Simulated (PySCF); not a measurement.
# CH8N2Si: core ionisation energies

CH8N2Si.
Atom-mapped SMILES: `[CH3:1][NH:2][SiH2:3][NH2:4]`

Theory: delta-SCF UKS SCAN, pcX-2 on the ionised atom, pcseg-1 elsewhere, spin-free X2C in PySCF 2.14.0. Each binding energy is the total energy of the core-ionised species, with the hole localised on one atom, minus that of the ground state; both are solved self-consistently, so orbital relaxation is included.

Q: List the computed XPS lines with their assignment.

A: 
| atom(s) | environment | level | binding energy (eV) | 2p1/2 (eV) | above the level's lowest (eV) | count |
| --- | --- | --- | --- | --- | --- | --- |
| Si3 | SiH2 silicon | Si 1s | 1846.72 | – | 0.00 | 1 |
| N4 | silicon-bound nitrogen | N 1s | 404.50 | – | +0.27 | 1 |
| N2 | silicon-bound nitrogen | N 1s | 404.23 | – | 0.00 | 1 |
| C1 | N-methyl carbon | C 1s | 291.52 | – | 0.00 | 1 |
| Si3 | SiH2 silicon | Si 2p3/2 | 106.73 | 107.36 | 0.00 | 1 |

Lowest listed N 1s: N2, bonded to C, H and Si. Highest, 0.27 eV above it: N4, bonded to 2 H and Si.

Q: Give the binding energy of C 1s of C1 in hartree and in kJ/mol.

A: 291.52 eV = 10.7132 Eh = 28127 kJ/mol.

The 2p values aren't plain energy differences: one relaxed spin-free 2p hole is combined with a matrix within the shell (ground-state 2p orbital-energy differences and spin–orbit coupling). 2p3/2, the mean of its two sublevels, lies a third of the splitting below the shell's mean and 2p1/2 two thirds above it; the statistical areas are 2:1. 2p1/2 minus 2p3/2 (ligand field included): Si 0.62 eV. Geometry: PBE0-D3(BJ)/def2-SVP, one conformer, isolated molecule.

Hardware: one thread, Intel Xeon at 2.50 GHz (x86_64), shared host with 64 logical CPUs at a one-minute load of 63. Cost: 63 s wall, 0.46 GiB resident at most.

The values belong to the conformer `[CH3:1][NH:2][SiH2:3][NH2:4]`: C1–N2–Si3–N4 -153°, H–N4–Si3–N2 -149°, H–N4–Si3–N2 62°.
